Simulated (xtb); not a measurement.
C$_{2}$H$_{9}$AlN (SMILES [CH3][Al]([CH3])<-[NH3]), doublet, from a rough starting geometry (GFN-xTB shapes and energies of metal compounds can be far from the true ones) (the spin is typed, not shown lowest); GFN2-xTB in xtb 6.7.1.

Input for xtb:
```
$ xtb mol.xyz --gfn 2 --uhf 1 --opt vtight --json

# file mol.xyz
13

Al     0.64829599     0.11761413     0.86406977
C      1.42294392     0.98004978    -0.87145898
H      2.30291068     0.50573887    -1.22618788
H      1.65030208     2.06705485    -0.70219321
H      0.70910604     1.01497770    -1.69576825
C     -1.25600132     0.54884928     1.34217128
H     -1.89831826    -0.33738817     1.55269940
H     -1.74914319     1.13880030     0.63070117
H     -1.28654270     1.07650547     2.26594916
N      0.00575425    -1.68232322    -0.30645392
H     -0.67945541    -1.22974712    -0.98309414
H     -0.35623992    -2.32517857     0.11792369
H      0.75855519    -1.98954106    -0.92630754
```

What the program printed (banner, timings and long lists left out):

```
   ID    Z sym.   atoms
    1   13 Al     1
    2    6 C      2, 6
    3    1 H      3-5, 7-9, 11-13
    4    7 N      10

           -------------------------------------------------
          |                Calculation Setup                |
           -------------------------------------------------

           -------------------------------------------------
          |                 G F N 2 - x T B                 |
           -------------------------------------------------

          ...................................................
          :                      SETUP                      :
          :.................................................:
          :  # basis functions                  31          :
          :  # atomic orbitals                  30          :
          :  # shells                           18          :
          :  # electrons                        25          :
          :  max. iterations                   250          :
          :  Hamiltonian                  GFN2-xTB          :
          :  restarted?                      false          :
          :  GBSA solvation                  false          :
          :  PC potential                    false          :
          :  electronic temp.          300.0000000     K    :
          :  accuracy                    1.0000000          :
          :  -> integral cutoff          0.2500000E+02      :
          :  -> integral neglect         0.1000000E-07      :
          :  -> SCF convergence          0.1000000E-05 Eh   :
          :  -> wf. convergence          0.1000000E-03 e    :
          :  Broyden damping             0.4000000          :
          :  net charge                          0          :
          :  unpaired electrons                  1          :
          ...................................................

 iter      E             dE          RMSdq      gap      omega  full diag
   1    -12.8049039 -0.128049E+02  0.621E+00    2.13       0.0  T
   2    -12.9131324 -0.108228E+00  0.642E+00    2.39       1.0  T
   3    -12.9361136 -0.229812E-01  0.508E+00    2.47       1.0  T
   4    -12.9365178 -0.404196E-03  0.357E+00    2.57       1.0  T
   5    -12.9411291 -0.461128E-02  0.404E-01    2.83       1.0  T
   6    -12.9413012 -0.172119E-03  0.409E-01    2.79       1.0  T
   7    -12.9413209 -0.197440E-04  0.157E-01    2.80       1.0  T
   8    -12.9413257 -0.475748E-05  0.581E-02    2.80       1.0  T
[...]
 * total energy  :   -12.7541491 Eh     change       -0.8798053E-05 Eh
 * total energy  :   -12.7541546 Eh     change       -0.5502808E-05 Eh
 * total energy  :   -12.7541584 Eh     change       -0.3873386E-05 Eh
 * total energy  :   -12.7541619 Eh     change       -0.3491507E-05 Eh
 * total energy  :   -12.7541644 Eh     change       -0.2433559E-05 Eh
 * total energy  :   -12.7541662 Eh     change       -0.1797685E-05 Eh
 * total energy  :   -12.7541670 Eh     change       -0.8475113E-06 Eh
 * total energy  :   -12.7541677 Eh     change       -0.6821288E-06 Eh
 * total energy  :   -12.7541682 Eh     change       -0.4573196E-06 Eh
 * total energy  :   -12.7541685 Eh     change       -0.3338728E-06 Eh
 * total energy  :   -12.7541687 Eh     change       -0.1868065E-06 Eh
 * total energy  :   -12.7541688 Eh     change       -0.9198705E-07 Eh
   *** GEOMETRY OPTIMIZATION CONVERGED AFTER 28 ITERATIONS ***
         :: total energy             -12.754168767004 Eh    ::
[...]
    11   1 H        0.860     0.201     1.102     1.645
    12   1 H        0.860     0.185     1.185     1.705
    13   1 H        0.860     0.185     1.185     1.705

 Mol. C6AA /au·bohr⁶  :       1519.161711
 Mol. C8AA /au·bohr⁸  :      51245.855530
 Mol. α(0) /au        :         66.271872

Wiberg/Mayer (AO) data.
largest (>0.10) Wiberg bond orders for each atom

 ---------------------------------------------------------------------------
     #   Z sym  total        # sym  WBO       # sym  WBO       # sym  WBO
 ---------------------------------------------------------------------------
     1  13 Al   2.751 --     6 C    0.980     2 C    0.980    10 N    0.421
     2   6 C    3.861 --     1 Al   0.980     4 H    0.945     3 H    0.939
                             5 H    0.936
     3   1 H    1.000 --     2 C    0.939
     4   1 H    1.000 --     2 C    0.945
     5   1 H    1.000 --     2 C    0.936
     6   6 C    3.861 --     1 Al   0.980     9 H    0.945     7 H    0.939
                             8 H    0.936
     7   1 H    1.000 --     6 C    0.939
     8   1 H    1.000 --     6 C    0.936
     9   1 H    1.000 --     6 C    0.945
    10   7 N    3.292 --    12 H    0.953    13 H    0.953    11 H    0.940
                             1 Al   0.421
    11   1 H    0.960 --    10 N    0.940
    12   1 H    0.966 --    10 N    0.953
    13   1 H    0.966 --    10 N    0.953
 ---------------------------------------------------------------------------

Topologies differ in total number of bonds
Writing topology from bond orders to xtbtopo.mol

molecular dipole:
                 x           y           z       tot (Debye)
 q only:       -0.066      -1.470      -0.411
   full:       -0.410      -1.497      -0.836       4.481
molecular quadrupole (traceless):
                xx          xy          yy          xz          yz          zz
 q only:       -2.903      -0.273       4.225       3.025       1.922      -1.322
  q+dip:       -2.600       0.280       4.581       0.115       2.050      -1.981
   full:       -3.899       0.809       6.562       0.610       3.496      -2.663

optimized geometry written to: xtbopt.xyz

           -------------------------------------------------
          | TOTAL ENERGY              -12.754168767004 Eh   |
          | GRADIENT NORM               0.000030957028 Eh/α |
          | HOMO-LUMO GAP               2.886297791382 eV   |
           -------------------------------------------------
```
